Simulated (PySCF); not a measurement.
Ga(Me)2(Cl) cation (C₂H₆ClGa), SMILES [Ga]([CH3])([Cl])[CH3] (connectivity only; charge and spin as stated), charge +1, multiplicity 2. Atoms are numbered in the order given.

```xyz
10

Ga    -0.0617     0.2095    -0.1225
C     -1.8520    -0.9953    -0.4483
H     -1.3770    -1.8502    -0.9491
H     -2.5055    -0.3607    -1.0558
H     -2.1335    -1.1417     0.6037
C     -0.3073     1.9541    -1.0082
H     -0.4533     1.7695    -2.0814
H      0.6288     2.4958    -0.7996
H     -1.1818     2.4409    -0.5550
Cl     1.2878    -0.9176     1.0221
```
Charge +1, spin multiplicity 2.

The structure is a stationary point at TPSSh-D3(BJ)/def2-SVP. The multiplicity is an assumed one; no other spin state was optimised. The isomer is the one that the SMILES or the coordinates give; other isomers of the formula were not compared.

Method: PBE/def2-TZVP run with PySCF.

Atomic charges (e):

| atom | Löwdin | meta-Löwdin | Mulliken spin |
|---|---|---|---|
| Ga1 | 0.14 | 0.72 | 0.09 |
| C2 | -0.19 | -0.34 | 0.58 |
| H3 | 0.16 | 0.19 | 0.00 |
| H4 | 0.15 | 0.18 | -0.01 |
| H5 | 0.16 | 0.19 | 0.00 |
| C6 | -0.34 | -0.46 | 0.20 |
| H7 | 0.17 | 0.19 | 0.00 |
| H8 | 0.17 | 0.19 | 0.02 |
| H9 | 0.17 | 0.19 | 0.00 |
| Cl10 | 0.41 | -0.05 | 0.13 |
